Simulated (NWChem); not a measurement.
Molecule: C₃H₃NOSi; SMILES C#C[SiH2]OC#N

```xyz
9

C      1.3793    -2.3906    -0.1075
C      0.4176    -1.6539     0.0030
Si    -1.0147    -0.5484     0.1816
O     -0.6216     0.9870    -0.4764
C      0.3009     1.7835    -0.0893
N      1.1260     2.5323     0.2388
H      2.2325    -3.0400    -0.2062
H     -1.3608    -0.3555     1.6117
H     -2.1612    -0.9839    -0.6450
```
Atoms are numbered in this order, from 1.

Program: NWChem. Pople sets run with spherical d functions. Medium grid unless said otherwise, to which SCAN and Minnesota functionals are sensitive. Structure relaxed at the PBE0/def2-SVP level. Hybrids' shares of exact exchange are those that their runs print; pure functionals count as 0. The functionals differ in more than this share.

```csv
row,share of exact exchange,orbital gap (eV)
PBE/6-31G*,0.00,4.72
N12/6-31G*,0.00,4.78
TPSSh/6-31G*,0.10,withheld
B3LYP/6-31G*,0.20,6.63
B97-2/6-31G*,0.21,6.82
M06-2X/6-31G*,0.54,9.43
Hartree-Fock/6-31G*,1.00,13.80
```

Q: Fit a straight line of the last column on the one before it, predict the withheld value, and compare with the run.

A: 
1. Means of the 6 shown rows: x = 0.325, y = 7.697. Slope Σ(x − x̄)(y − ȳ)/Σ(x − x̄)² = 6.642/0.7420 = 8.952; intercept 4.787.
2. The shown rows scatter about the line by 0.109 (root mean square); the largest residual is -0.19, at M06-2X/6-31G*.
3. At x = 0.10 (TPSSh/6-31G*; inside the shown range) the line gives 5.68.
4. The run gives 5.91, +0.23 from the line, 2.1 times the scatter.
